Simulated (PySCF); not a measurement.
H4O, SMILES [OH4+2], charge +2. Coordinates come from a PBE-D3(BJ)/def2-TZVPD optimisation.

Computed with PySCF with PBE-D3(BJ)/def2-TZVPD.

Harmonic wavenumbers (cm⁻¹): 1400, 1400, 1400, 1561, 1561, 2731, 2731, 2731, 2885. Rotational constants (GHz): 169.1, 169.1, 169.1; symmetry number 12.

Q: Work out the zero-point energy and the ideal-gas rigid-rotor harmonic-oscillator thermochemistry at 298.15 K and 1 atm.

A: ZPE = ½ Σ hcν = ½ × 18399 cm⁻¹ = 26.30 kcal/mol. H − E(el) = 28.69 kcal/mol. Entropy in cal/(mol K): translation 34.93, rotation 9.92, vibration 0.07, total 44.92. G − E(el) = 15.30 kcal/mol. Cp = 8.39 cal/(mol K).
